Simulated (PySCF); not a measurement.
Job file and geometry (Å, from GFN2-xTB) of an NMR shielding run on SMILES c1csc([Si@H]2CC[SiH2]O2)c1, C6H10OSSi2, PySCF, GIAO PBE0/pcSseg-1 NMR shielding, non-relativistic, gas phase; density fitting, a coarse starting grid and PySCF grid level 2 are the driver's defaults:

```
$ OMP_NUM_THREADS=1 python probes_run.py task.json out

{"job": {"kind": "nmr", "xc": "PBE0", "basis": "pcSseg-1"}, "charge": 0, "multiplicity": 1}
C      3.211215    -0.495034    -0.790439
C      3.620415     0.737806    -0.395352
S      2.427249     1.538761     0.547737
C      1.344943     0.190479     0.414247
Si    -0.331131     0.255405     1.235949
C     -1.622112     1.289291     0.278605
C     -2.366354     0.327307    -0.662323
Si    -2.370915    -1.391000     0.167159
O     -1.029878    -1.221629     1.092737
C      1.914346    -0.802987    -0.327832
H      3.809950    -1.160513    -1.386790
H      4.549864     1.231711    -0.599127
H     -0.250936     0.538913     2.666273
H     -1.209766     2.133634    -0.273839
H     -2.332624     1.705028     0.994953
H     -1.820900     0.261328    -1.606231
H     -3.356562     0.712029    -0.905620
H     -3.496461    -1.604660     1.071275
H     -2.103297    -2.504403    -0.734045
H      1.407806    -1.730788    -0.526126
```

**Question.** What does the program print?

**Answer.** 
```
coarse grid: 18680 points
cycle   1  E = -1286.1027949222  dE =  1.663e+00  |g| = 8.614e-01  |ddm| = 4.431e+00
cycle   2  E = -1285.8577383828  dE =  2.451e-01  |g| = 1.392e+00  |ddm| = 2.046e+00
cycle   3  E = -1286.2463515948  dE = -3.886e-01  |g| = 1.392e-01  |ddm| = 1.494e+00
cycle   4  E = -1286.2500317457  dE = -3.680e-03  |g| = 6.179e-02  |ddm| = 1.889e-01
cycle   5  E = -1286.2509656572  dE = -9.339e-04  |g| = 1.449e-02  |ddm| = 6.545e-02
cycle   6  E = -1286.2510103934  dE = -4.474e-05  |g| = 5.241e-03  |ddm| = 1.704e-02
cycle   7  E = -1286.2510170741  dE = -6.681e-06  |g| = 1.552e-03  |ddm| = 6.896e-03
final grid: 167776 points
cycle   8  E = -1286.3224990627  dE = -1.670e-05  |g| = 1.388e-02  |ddm| = 3.499e-02
cycle   9  E = -1286.3224277498  dE =  7.131e-05  |g| = 2.198e-02  |ddm| = 3.310e-02
cycle  10  E = -1286.3225437101  dE = -1.160e-04  |g| = 1.666e-03  |ddm| = 2.232e-02
cycle  11  E = -1286.3225444109  dE = -7.008e-07  |g| = 4.252e-04  |ddm| = 2.001e-03
cycle  12  E = -1286.3225444530  dE = -4.206e-08  |g| = 1.307e-04  |ddm| = 4.694e-04
cycle  13  E = -1286.3225444562  dE = -3.197e-09  |g| = 5.286e-05  |ddm| = 1.687e-04
cycle  14  E = -1286.3225444568  dE = -6.571e-10  |g| = 1.272e-05  |ddm| = 6.228e-05
converged SCF energy = -1286.3225444568

GIAO shielding tensors (ppm)
atom      isotropic    diamagn.    paramagn.     s11        s22        s33       span
  0 C       55.701     255.079    -199.378    -27.035     41.823    152.314    179.348
  1 C       44.717     264.920    -220.203    -47.695     38.569    143.277    190.972
  2 S      256.949    1057.732    -800.783     96.171    269.855    404.820    308.649
  3 C       42.686     263.153    -220.467    -27.956     10.451    145.563    173.519
  4 Si     348.707     881.060    -532.354    295.924    346.642    403.554    107.630
  5 C      173.965     254.782     -80.816    162.275    177.650    181.971     19.697
  6 C      178.547     253.757     -75.209    162.246    179.890    193.506     31.259
  7 Si     351.777     880.415    -528.638    292.923    349.831    412.577    119.653
  8 O      294.696     400.210    -105.513    210.980    328.710    344.400    133.420
  9 C       47.155     249.869    -202.714    -40.541     31.930    150.075    190.615
 10 H       24.367      30.263      -5.896     21.001     25.020     27.080      6.079
 11 H       24.101      30.354      -6.253     21.197     23.706     27.401      6.205
 12 H       25.976      29.186      -3.210     21.625     24.705     31.598      9.973
 13 H       30.495      32.563      -2.068     25.947     28.383     37.156     11.209
 14 H       30.642      31.154      -0.512     25.055     28.533     38.337     13.282
 15 H       30.599      33.239      -2.640     26.195     28.349     37.253     11.058
 16 H       30.608      29.217       1.391     24.955     27.782     39.087     14.132
 17 H       26.611      28.613      -2.002     22.828     23.847     33.156     10.328
 18 H       26.390      29.540      -3.150     22.537     24.391     32.241      9.704
 19 H       24.150      33.340      -9.190     19.842     24.008     28.600      8.758
```

**Question.** Turn these shieldings into chemical shifts. Scale: 13C (186.93 ppm), 29Si (349.16 ppm), 1H (31.72 ppm) vs TMS; 33S (503.73 ppm) against CS2; 17O (336.08 ppm) vs H2O (reference shieldings calculated alike).

**Answer.** Averaging equivalent atoms: C 3: 144.2; C 1: 142.2; C 9: 139.8; C 0: 131.2; C 5: 13.0; C 6: 8.4; S 2: 247; Si 4: 0.5; Si 7: -2.6; O 8: 41.4; H 11: 7.62; H 19: 7.57; H 10: 7.35; H 12: 5.74; H 18: 5.33; H 17: 5.11; H 13: 1.22; H 15: 1.12; H 16: 1.11; H 14: 1.08 ppm. Experimental scales use liquid or dissolved standards, which lie at an offset from isolated H2O (liquid H2O: subtract about 36 ppm).

Size and cost of the density-fitted run: 241 basis functions, 59 s wall time on 1 thread of an Arm Neoverse V2, shared host; peak memory 1.1 GiB.
